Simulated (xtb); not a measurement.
All values below come from GFN2-xTB run with xtb 6.7.1.

```
xtb start.xyz --ohess tight --gfn 2 --chrg 0 --uhf 0 --iterations 400

# start.xyz
5

Br    -1.467217    -1.472414     0.750378
Si     0.000000    -0.000000    -0.000001
Br     1.040258     0.939680     1.708408
Br     1.475565    -1.021815    -1.289342
Br    -1.048606     1.554550    -1.169444
```

Output:

```
[...]

   *** convergence criteria satisfied after 3 iterations ***

         #    Occupation            Energy/Eh            Energy/eV
      -------------------------------------------------------------
         1        2.0000           -0.9230759             -25.1182
       ...           ...                  ...                  ...
        10        2.0000           -0.4782120             -13.0128
        11        2.0000           -0.4716238             -12.8335
        12        2.0000           -0.4716238             -12.8335
        13        2.0000           -0.4716238             -12.8335
        14        2.0000           -0.4649546             -12.6521
        15        2.0000           -0.4649545             -12.6521
        16        2.0000           -0.4649545             -12.6521 (HOMO)
        17                         -0.2421237              -6.5885 (LUMO)
        18                         -0.2398222              -6.5259
        19                         -0.2398221              -6.5259
        20                         -0.2398220              -6.5259
        21                         -0.0819047              -2.2287
       ...                                ...                  ...
        45                          1.2240032              33.3068
      -------------------------------------------------------------
                  HL-Gap            0.2228308 Eh            6.0635 eV
             Fermi-level           -0.3535391 Eh           -9.6203 eV


         :::::::::::::::::::::::::::::::::::::::::::::::::::::
         ::                     SUMMARY                     ::
         :::::::::::::::::::::::::::::::::::::::::::::::::::::
         :: total energy             -18.213842531767 Eh    ::
         :: gradient norm              0.000303034703 Eh/a0 ::
         :: HOMO-LUMO gap              6.063535646130 eV    ::
         ::.................................................::
         :: SCC energy               -18.245600390278 Eh    ::
         :: -> isotropic ES            0.032397234171 Eh    ::
         :: -> anisotropic ES          0.012716791413 Eh    ::
         :: -> anisotropic XC         -0.014894137168 Eh    ::
         :: -> dispersion             -0.008132007355 Eh    ::
         :: repulsion energy           0.031757858511 Eh    ::
         :: add. restraining           0.000000000000 Eh    ::
         :: total charge               0.000000000000 e     ::
         :::::::::::::::::::::::::::::::::::::::::::::::::::::

           -------------------------------------------------
          |                Numerical Hessian                |
           -------------------------------------------------
step length          :   0.00500
SCC accuracy         :   0.30000
Hessian scale factor :   1.00000
frozen atoms in %    :   0.00000    0
RMS gradient         :   0.00030
estimated CPU  time      0.00 min
estimated wall time      0.00 min

writing file <hessian>.

 projected vibrational frequencies (cm⁻¹)
eigval :       -0.00    -0.00    -0.00    -0.00     0.00     0.00
eigval :       70.26    70.26   106.33   106.33   106.33   228.73
eigval :      467.15   467.15   467.16
           -------------------------------------------------
          |                Property Printout                |
           -------------------------------------------------

    * Orbital Energies and Occupations

         #    Occupation            Energy/Eh            Energy/eV
      -------------------------------------------------------------
         1        2.0000           -0.9230759             -25.1182
       ...           ...                  ...                  ...
         4        2.0000           -0.8791737             -23.9235
         5        2.0000           -0.6764571             -18.4073
         6        2.0000           -0.5185864             -14.1115
         7        2.0000           -0.5185864             -14.1115
         8        2.0000           -0.5185864             -14.1115
         9        2.0000           -0.4782120             -13.0128
        10        2.0000           -0.4782120             -13.0128
        11        2.0000           -0.4716238             -12.8335
        12        2.0000           -0.4716238             -12.8335
        13        2.0000           -0.4716238             -12.8335
        14        2.0000           -0.4649546             -12.6521
        15        2.0000           -0.4649545             -12.6521
        16        2.0000           -0.4649545             -12.6521 (HOMO)
        17                         -0.2421237              -6.5885 (LUMO)
        18                         -0.2398222              -6.5259
        19                         -0.2398220              -6.5259
        20                         -0.2398220              -6.5259
        21                         -0.0819047              -2.2287
        22                         -0.0819047              -2.2287
        23                         -0.0512164              -1.3937
        24                         -0.0512164              -1.3937
        25                         -0.0512164              -1.3937
        26                         -0.0141783              -0.3858
        27                         -0.0141783              -0.3858
       ...                                ...                  ...
        45                          1.2240032              33.3068
      -------------------------------------------------------------
                  HL-Gap            0.2228308 Eh            6.0635 eV
             Fermi-level           -0.3535391 Eh           -9.6203 eV

     #   Z          covCN         q      C6AA      α(0)
     1  35 Br       0.898    -0.144   188.897    22.160
     2  14 Si       3.314     0.576   115.508    21.710
     3  35 Br       0.898    -0.144   188.897    22.160
     4  35 Br       0.898    -0.144   188.897    22.160
     5  35 Br       0.898    -0.144   188.897    22.160

 Mol. C6AA /au·bohr⁶  :       4292.186757
 Mol. C8AA /au·bohr⁸  :     276990.570672
 Mol. α(0) /au        :        110.350009

Wiberg/Mayer (AO) data.
largest (>0.10) Wiberg bond orders for each atom

 ---------------------------------------------------------------------------
     #   Z sym  total        # sym  WBO       # sym  WBO       # sym  WBO
 ---------------------------------------------------------------------------
     1  35 Br   1.279 --     2 Si   1.082
     2  14 Si   4.328 --     3 Br   1.082     5 Br   1.082     1 Br   1.082
                             4 Br   1.082
     3  35 Br   1.279 --     2 Si   1.082
     4  35 Br   1.279 --     2 Si   1.082
     5  35 Br   1.279 --     2 Si   1.082
 ---------------------------------------------------------------------------

Topologies differ in total number of bonds
Writing topology from bond orders to xtbtopo.mol

molecular dipole:
                 x           y           z       tot (Debye)
 q only:       -0.000       0.000      -0.000
   full:        0.000      -0.000      -0.000       0.000
molecular quadrupole (traceless):
                xx          xy          yy          xz          yz          zz
 q only:       -0.000       0.000      -0.000       0.000      -0.000       0.000
  q+dip:        0.000      -0.000      -0.000      -0.000      -0.000      -0.000
   full:        0.000      -0.000      -0.000      -0.000      -0.000      -0.000

           -------------------------------------------------
          |                Geometry Summary                 |
           -------------------------------------------------

      molecular mass/u    :      347.6996098
   center of mass at/Å    :        0.0000000       0.0000002      -0.0000001
  moments of inertia/u·Å² :        0.1040620E+04   0.1040621E+04   0.1040621E+04
rotational constants/cm⁻¹ :        0.1619960E-01   0.1619960E-01   0.1619959E-01

 * 4 selected distances

     #   Z          #   Z                                           value/Å
     1  35 Br       2  14 Si                                      2.2099317
     2  14 Si       3  35 Br                                      2.2099315 (min)
     2  14 Si       4  35 Br                                      2.2099319 (max)
     2  14 Si       5  35 Br                                      2.2099317

 * 1 distinct bonds (by element types)

   Z      Z             #   av. dist./Å        max./Å        min./Å
  14 Si  35 Br          4     2.2099317     2.2099319     2.2099315

           -------------------------------------------------
          |               Frequency Printout                |
           -------------------------------------------------
 projected vibrational frequencies (cm⁻¹)
eigval :       -0.00    -0.00    -0.00    -0.00     0.00     0.00
eigval :       70.26    70.26   106.33   106.33   106.33   228.73
eigval :      467.15   467.15   467.16
 reduced masses (amu)
   1: 76.66   2: 79.06   3: 79.75   4: 76.91   5: 76.39   6: 78.10   7: 79.90   8: 79.90
   9: 75.02  10: 75.02  11: 75.02  12: 79.90  13: 37.15  14: 37.15  15: 37.15
 IR intensities (km·mol⁻¹)
   1:  0.00   2:  0.00   3:  0.00   4:  0.00   5:  0.00   6:  0.00   7:  0.00   8:  0.00
   9: 34.14  10: 34.14  11: 34.13  12:  0.00  13: 42.70  14: 42.71  15: 42.71
 Raman intensities (Ä⁴*amu⁻¹)
   1:  0.00   2:  0.00   3:  0.00   4:  0.00   5:  0.00   6:  0.00   7:  0.00   8:  0.00
Molecule has the following symmetry elements: 4*(C3) 3*(C2) 3*(S4) 6*(sigma)
It seems to be the Td point group
   9:  0.00  10:  0.00  11:  0.00  12:  0.00  13:  0.00  14:  0.00  15:  0.00
 output can be read by thermo (or use thermo option).
 writing <g98.out> molden fake output.
 recommended (thermochemical) frequency scaling factor: 1.0
           -------------------------------------------------
          |             Thermodynamic Functions             |
           -------------------------------------------------

td  symmetry found (for desy threshold:  0.10E+00) used in thermo

          ...................................................
          :                      SETUP                      :
          :.................................................:
          :  # frequencies                           9      :
          :  # imaginary freq.                       0      :
          :  linear?                             false      :
          :  only rotor calc.                    false      :
          :  symmetry                               td      :
          :  rotational number                      12      :
          :  scaling factor                  1.0000000      :
          :  rotor cutoff                   50.0000000 cm⁻¹ :
          :  imag. cutoff                  -20.0000000 cm⁻¹ :
          :.................................................:

    mode    ω/cm⁻¹     T·S(HO)/kcal·mol⁻¹    T·S(FR)/kcal·mol⁻¹   T·S(vib)
   ------------------------------------------------------------------------
       1     70.26    -1.23612 ( 79.59%)    -0.95570 ( 20.41%)    -1.17889
       2     70.26    -1.23611 ( 79.59%)    -0.95569 ( 20.41%)    -1.17888
       3    106.33    -0.99429 ( 95.34%)    -0.83299 (  4.66%)    -0.98677
       4    106.33    -0.99428 ( 95.34%)    -0.83299 (  4.66%)    -0.98677
       5    106.33    -0.99427 ( 95.34%)    -0.83298 (  4.66%)    -0.98675
       6    228.73    -0.56317 ( 99.77%)    -0.60609 (  0.23%)    -0.56327
   ------------------------------------------------------------------------

   temp. (K)  partition function   enthalpy   heat capacity  entropy
                                   cal/mol     cal/K/mol   cal/K/mol   J/K/mol
 298.15  VIB   390.                 3150.033     15.003     21.964
         ROT  0.214E+06              888.752      2.981     27.369
         INT  0.834E+08             4038.786     17.984     49.333
         TR   0.627E+28             1481.254      4.968     43.413
         TOT                        5520.0394    22.9517    92.7457   388.0478

       T/K    H(0)-H(T)+PV         H(T)/Eh          T*S/Eh         G(T)/Eh
   ------------------------------------------------------------------------
    298.15    0.879674E-02    0.135575E-01    0.440665E-01   -0.305090E-01
   ------------------------------------------------------------------------

         :::::::::::::::::::::::::::::::::::::::::::::::::::::
         ::                  THERMODYNAMIC                  ::
         :::::::::::::::::::::::::::::::::::::::::::::::::::::
         :: total free energy         -18.244351533918 Eh   ::
         ::.................................................::
         :: total energy              -18.213842531767 Eh   ::
         :: zero point energy           0.004760708583 Eh   ::
         :: G(RRHO) w/o ZPVE           -0.035269710734 Eh   ::
         :: G(RRHO) contrib.           -0.030509002152 Eh   ::
         :::::::::::::::::::::::::::::::::::::::::::::::::::::

optimized geometry written to: xtbopt.xyz

           -------------------------------------------------
          | TOTAL ENERGY              -18.213842531767 Eh   |
          | TOTAL ENTHALPY            -18.200285080414 Eh   |
          | TOTAL FREE ENERGY         -18.244351533918 Eh   |
          | GRADIENT NORM               0.000303036266 Eh/α |
          | HOMO-LUMO GAP               6.063535688071 eV   |
           -------------------------------------------------

------------------------------------------------------------------------
```

Cost: roughly 0.22 core-seconds.
